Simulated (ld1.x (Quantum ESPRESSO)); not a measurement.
# Ranking TM semilocal potentials for Sb (Z = 51)

All share these settings but for the change named:

ld1.x (Quantum ESPRESSO) 7.5 input, shortened:

```
&input
   title='Sb', zed=51., rel=1, dft='PBESOL', iswitch=3,
   config='[Kr] 4d10 5s1 5p4'
 /
 &inputp
   pseudotype=1, tm=.true., lloc=1,
   nlcc=.false.
 /
2
5S  1  0   1.00   0.00  2.05  2.05  0.0
5P  2  1   4.00   0.00  2.00  2.00  0.0
 &test
   configts(1)='5s1 5p4'
 /
```

Test errors are all-electron minus pseudo excitation energies from the reference, over 5s2 5p3; 5s2 5p2; 5s2 5p1; 5s1 5p0; 5s2 5p2.5; 5s1 5p3; 5s2 5p0. None of these files shows a bound ghost.

The base gives 85.0 meV.

Of 8 variants that were run, those that failed, showed a ghost or another fault, or gave nearly equal values are left out.

A variant can come out equal or close to the base, since the largest error may sit in a test that the change hardly touches while other tests move.

(1) Rank these variants by their largest absolute test error, smallest first.
A. all radii scaled by about 1.15 (s 2.36, p 2.30 bohr)
B. all radii scaled by about 1.37 (s 2.80, p 2.74 bohr)
C. all radii scaled by about 0.74 (s 1.52, p 1.48 bohr)
D. all radii scaled by about 1.30 (s 2.66, p 2.60 bohr)

Answers

(1) C (40.0 meV), A (61.2 meV), B (70.5 meV), D (83.9 meV).
